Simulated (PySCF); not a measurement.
C4HCoO4 (SMILES [O+]#[C-]->[CoH](<-[C-]#[O+])(<-[C-]#[O+])<-[C-]#[O+]), singlet, geometry from GFN2-xTB (such geometries of metal compounds can be far from the true shape); PySCF with DF-PBE/def2-SV(P).

Input for PySCF:
```python
from pyscf import gto, scf, dft

mol = gto.M(
    atom='''
Co    0.168668   -0.215946    0.068540
O     2.115767    0.298485   -2.068334
C     1.354219    0.108808   -1.243786
O     0.726588    0.753388    2.783531
C     0.503050    0.387534    1.729020
O    -1.561314    1.998951   -0.634452
C    -0.881582    1.128690   -0.358237
O    -1.886893   -2.275152   -0.326937
C    -1.098266   -1.468095   -0.176808
H     1.028236   -1.316451    0.417831
''',
    basis='def2-sv(p)',
    charge=0,
    spin=0,
    verbose=4,
    symmetry=True,
)

mf = dft.RKS(mol)
mf.xc = 'pbe'
mf.irrep_nelec = {"A'": 60, 'A"': 24}
mf = mf.density_fit(auxbasis='def2-universal-jkfit')
mf.kernel()
mf.analyze()
```

**Question.** Write the output that PySCF gives for this input, abridged.

**Answer.** 
```
PySCF version 2.14.0

[INPUT] verbose = 4
[INPUT] num. atoms = 10
[INPUT] num. electrons = 84
[INPUT] charge = 0
[INPUT] spin (= nelec alpha-beta = 2S) = 0
[INPUT] symmetry True subgroup None
[INPUT] Mole.unit = angstrom
[INPUT] Symbol           X                Y                Z      unit          X                Y                Z       unit  Magmom
[...]
nuclear repulsion = 621.464727601551
point group symmetry = C3v, use subgroup Cs
symmetry origin: [-4.04941312e-07  1.12483698e-07  2.02470656e-07]
symmetry axis x: [0.75382239 0.63829424 0.15598804]
symmetry axis y: [ 0.59715606 -0.76453998  0.24265871]
symmetry axis z: [ 0.27414675 -0.08977237 -0.95748863]
num. orbitals of irrep A' = 87
num. orbitals of irrep A" = 51
number of shells = 60
number of NR pGTOs = 262
number of NR cGTOs = 138
basis = def2-sv(p)
ecp = {}

******** <class 'pyscf.df.df_jk.DFSymAdaptedRKS'> ********
method = DFSymAdaptedRKS
initial guess = minao
damping factor = 0
level_shift factor = 0
DIIS = <class 'pyscf.scf.diis.CDIIS'>
diis_start_cycle = 1
diis_space = 8
diis_damp = 0
SCF conv_tol = 1e-09
SCF conv_tol_grad = None
SCF max_cycles = 50
direct_scf = False
XC library pyscf.dft.libxc version 7.1.2
    S. Lehtola, C. Steigemann, M. J. T. Oliveira, and M. A. L. Marques,  SoftwareX 7, 1–5 (2018)
XC functionals = pbe
    J. P. Perdew, K. Burke, and M. Ernzerhof,  Phys. Rev. Lett. 77, 3865 (1996)
    J. P. Perdew, K. Burke, and M. Ernzerhof,  Phys. Rev. Lett. 78, 1396 (1997)
    J. P. Perdew, K. Burke, and M. Ernzerhof,  Phys. Rev. Lett. 77, 3865 (1996)
    J. P. Perdew, K. Burke, and M. Ernzerhof,  Phys. Rev. Lett. 78, 1396 (1997)
radial grids:
    Treutler-Ahlrichs [JCP 102, 346 (1995); DOI:10.1063/1.469408] (M4) radial grids

becke partition: Becke, JCP 88, 2547 (1988); DOI:10.1063/1.454033
pruning grids: <function nwchem_prune>
grids dens level: 3
symmetrized grids: True
atomic radii adjust function: <function treutler_atomic_radii_adjust>
small_rho_cutoff = 0
Freeze 84 electrons in irreps ["A'", 'A"']
    0 free electrons in irreps
Set gradient conv threshold to 3.16228e-05
Initial guess from minao.
tot grids = 143512
init E= -1835.79028302151
HOMO (A') = -0.043971708660311  LUMO (A") = -0.112812361486528  gap/eV = -1.87325

WARN: A' HOMO -0.043971708660311 > system LUMO -0.112812361486528

WARN: A" LUMO -0.112812361486528 < system HOMO -0.043971708660311

cycle= 1 E= -1817.52402687922  delta_E= 18.3  |g|= 6.65  |ddm|= 7.77
[...]

WARN: A' HOMO -0.0765103837022703 > system LUMO -0.270316881258863

WARN: A" LUMO -0.270316881258863 < system HOMO -0.0765103837022703

cycle= 46 E= -1835.04870066099  delta_E= 0.0902  |g|= 0.68  |ddm|= 3.06
HOMO (A') = -0.073717313641368  LUMO (A") = -0.272683062136199  gap/eV = -5.41413

WARN: A' HOMO -0.073717313641368 > system LUMO -0.272683062136199

WARN: A" LUMO -0.272683062136199 < system HOMO -0.073717313641368

cycle= 47 E= -1835.16672065689  delta_E= -0.118  |g|= 0.318  |ddm|= 2.69
HOMO (A') = -0.0742916787823924  LUMO (A") = -0.272954325352516  gap/eV = -5.40589

WARN: A' HOMO -0.0742916787823924 > system LUMO -0.272954325352516

WARN: A" LUMO -0.272954325352516 < system HOMO -0.0742916787823924

cycle= 48 E= -1835.10732653588  delta_E= 0.0594  |g|= 0.442  |ddm|= 2.84
HOMO (A') = -0.0743285279655248  LUMO (A") = -0.273550501698117  gap/eV = -5.42111

WARN: A' HOMO -0.0743285279655248 > system LUMO -0.273550501698117

WARN: A" LUMO -0.273550501698117 < system HOMO -0.0743285279655248

cycle= 49 E= -1835.04286551951  delta_E= 0.0645  |g|= 0.565  |ddm|= 3.24
HOMO (A') = -0.0737466667141566  LUMO (A") = -0.273742677583386  gap/eV = -5.44217

WARN: A' HOMO -0.0737466667141566 > system LUMO -0.273742677583386

WARN: A" LUMO -0.273742677583386 < system HOMO -0.0737466667141566

cycle= 50 E= -1835.07086948897  delta_E= -0.028  |g|= 0.512  |ddm|= 0.503
SCF not converged.
SCF energy = -1835.07086948897
**** SCF Summaries ****
Total Energy =                       -1835.070869488971766
Nuclear Repulsion Energy =             621.464727601550749
One-electron Energy =                -3764.923202754035174
Two-electron Energy =                 1308.387605663512659
Two-electron Coulomb Energy =         1423.053807241431969
DFT Exchange-Correlation Energy =     -114.666201577919253
HOMO-LUMO gap [eV] =                    -5.442168654222723
Wave-function symmetry = A'
occupancy for each irrep:     A'   A"
                              30   12
**** MO energy ****
[...]
 ** Mulliken pop on meta-lowdin orthogonal AOs  **
 ** Mulliken pop  **
 ** Mulliken atomic charges  **
charge of    0Co =      1.05032
charge of    1O =     -0.07309
charge of    2C =      0.23463
charge of    3O =     -0.07309
charge of    4C =      0.23463
charge of    5O =     -0.20001
charge of    6C =     -0.08340
charge of    7O =     -0.33434
charge of    8C =     -0.64694
charge of    9H =     -0.10871
Dipole moment(X, Y, Z, Debye):  7.56187,  4.96446,  1.69964
```

The run did not converge; its last values are not results.
